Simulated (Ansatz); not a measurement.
Molecule: furan-3-ylsilane, C4H6OSi, charge 0, multiplicity 1. 
Geometry from a B3LYP-D3(BJ)/def2-TZVP (Ansatz, an electronic-structure program) optimisation:
```
C
C 1 1.3617
O 2 1.3586 1 111.43
C 3 1.3637 2 106.68 1 0.00
C 4 1.3525 3 110.26 2 0.00
H 4 1.0754 5 133.76 1 180.00
H 2 1.0762 3 115.75 4 -180.00
H 5 1.0773 4 126.12 6 0.00
Si 1 1.8528 2 126.19 7 0.00
H 9 1.4814 1 108.70 2 0.00
H 9 1.4823 10 109.21 1 121.14
H 9 1.4823 10 109.21 11 117.72
```
Charge 0, spin multiplicity 1.

Property: atomisation energy (electronic, to ground-state atoms), in kcal/mol. Valence correlation only, unless marked. Open shells are spin-unrestricted. Spin-orbit coupling is left out. No relativistic terms. The coupled-cluster limit lacks core correlation, which all-electron functionals hold. CBS(X,Y): correlation extrapolated as X^-3; Hartree-Fock from the larger set.

| level | program | atomisation energy (kcal/mol) | minus last row |
|---|---|---|---|
| HF/cc-pV(Q+d)Z | Ansatz | 875.2 | -329.3 |
| revPBE-D3(BJ)/def2-TZVPD | Ansatz + dftd3 | 1206.0 | 1.5 |
| PBE0/STO-3G | Ansatz | 1437.9 | 233.4 |
| PBE0-D4/def2-TZVP | Ansatz + dftd4 | 1217.0 | 12.5 |
| BHLYP-D4/def2-TZVPD | Ansatz + dftd4 | 1165.8 | -38.7 |
| BHLYP/def2-TZVPD | Ansatz | 1157.7 | -46.8 |
| wB97M-V/def2-TZVPD | Ansatz | 1209.0 | 4.5 |
| MP2/6-31G* | Ansatz | 1129.1 | -75.4 |
| RI-MP2/cc-pV(Q+d)Z | Ansatz | 1221.9 | 17.4 |
| RI-MP2/CBS(cc-pV(T+d)Z,cc-pV(Q+d)Z) | Ansatz | 1234.8 | 30.3 |
| SCS-MP2/aug-cc-pV(T+d)Z | Ansatz | 1196.1 | -8.4 |
| CCSD/CBS(cc-pV(T+d)Z,cc-pV(Q+d)Z) | Ansatz | 1179.4 | -25.1 |
| CCSD(T)/aug-cc-pV(D+d)Z | Ansatz | 1119.0 | -85.5 |
| CCSD(T)/cc-pwCVTZ | Ansatz | 1174.5 | -30.0 |
| CCSD(T)/CBS(cc-pV(T+d)Z,cc-pV(Q+d)Z) | Ansatz | 1204.5 | 0.0 |

The Hartree-Fock reference is unstable (checked in the largest basis), which strains HF and MP2.
